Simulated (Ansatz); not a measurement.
System: C3H4Cl, charge 0, multiplicity 2. It need not be the lowest isomer of its formula. SMILES: [CH2]/C=C/Cl
Geometry from a B3LYP-D3(BJ)/def2-TZVP (Ansatz, a quantum-chemistry and plane-wave program) optimisation:
```xyz
8

C     -2.3826    -0.0094     0.1751
C     -1.0718     0.3901     0.0843
C     -0.0051    -0.4840    -0.0064
Cl     1.6207     0.0630    -0.1183
H     -3.1814     0.7141     0.2440
H     -2.6539    -1.0572     0.1805
H     -0.8454     1.4512     0.0824
H     -0.1145    -1.5585    -0.0133
```
Charge 0, spin multiplicity 2.

Computed values are from Ansatz. Cores are frozen in the correlated levels unless marked. Open shells are spin-unrestricted. No spin-orbit coupling. No relativistic terms. Basis-set limits of correlation are two-point, X^-3; Hartree-Fock from the larger set. The bracket is a focal-point correction in the basis named.

The UHF reference is spin-contaminated (<S^2> 0.21 over the pure value in the largest basis). 

Problem. What is the dipole moment at CCSD(T)/aug-cc-pV(D+d)Z?

Solution. 1.26 D.

Problem. What is the atomisation energy De at RI-MP2/CBS(aug-cc-pV(T+d)Z,aug-cc-pV(Q+d)Z)+[CCSD(T)-MP2]/aug-cc-pV(T+d)Z?

Solution. 744.7 kcal/mol.

Problem. What is the T1 diagnostic at CCSD/aug-cc-pV(T+d)Z?

Solution. 0.026.

Problem. What is the total energy at RI-MP2/CBS(aug-cc-pV(T+d)Z,aug-cc-pV(Q+d)Z)+[CCSD(T)-MP2]/aug-cc-pV(T+d)Z?

Solution. -576.2684 Eh.
